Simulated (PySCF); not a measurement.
**CuSe: energy against distance**

Set-up: basis Cu x2c-TZVPPall, Se x2c-TZVPPall; spin-free X2C with a Gaussian nucleus; PySCF 2.14. Energies in eV from Cu (3d10 4s1) + Se in their ground configurations at the same level. State: ²Π (doublet), unpaired electrons π ↑.

All columns are r²SCAN. A positive dipole means Cu(−)Se(+).

| R (Å) | E (eV) | μ (D) | Mulliken charge on Cu (basis-dependent) | HOMO (eV) | LUMO (eV) | Mayer bond order | ⟨S²⟩ |
| --- | --- | --- | --- | --- | --- | --- | --- |
| 1.879 | -2.183 | -3.08 | 0.39 | -5.21 | -4.66 | 1.70 | 0.75 |
| 1.966 | -2.632 | -3.22 | 0.32 | -5.18 | -4.61 | 1.64 | 0.76 |
| 2.054 | -2.851 | -3.34 | 0.27 | -5.16 | -4.56 | 1.57 | 0.76 |
| 2.119 | -2.909 | -3.42 | 0.26 | -5.15 | -4.53 | 1.51 | 0.76 |
| 2.185 | -2.903 | -3.49 | 0.25 | -5.13 | -4.49 | 1.45 | 0.76 |
| 2.251 | -2.848 | -3.57 | 0.25 | -5.12 | -4.46 | 1.39 | 0.76 |
| 2.338 | -2.724 | -3.65 | 0.25 | -5.11 | -4.41 | 1.31 | 0.76 |
| 2.447 | -2.517 | -3.76 | 0.25 | -5.09 | -4.36 | 1.23 | 0.76 |
| 2.578 | -2.229 | -3.90 | 0.26 | -5.08 | -4.30 | 1.15 | 0.76 |
| 2.753 | -1.830 | -4.07 | 0.26 | -5.05 | -4.22 | 1.07 | 0.78 |

A fit through these points gives, at Re = 2.144 Å, μ = -3.45 D and dμ/dR = -1.15 D/Å; the reduced mass is 35.21 u.

Question: How strong is the fundamental in the double-harmonic approximation, I = 42.26·(dμ/dR)²/μred km/mol?

Answer: I = 42.26·(-1.15)²/35.21 = 1.59 km/mol at r²SCAN.

Spin–orbit coupling is left out. With d or f electrons several states lie close, and the lowest PBE0 determinant need not be the measured ground state.
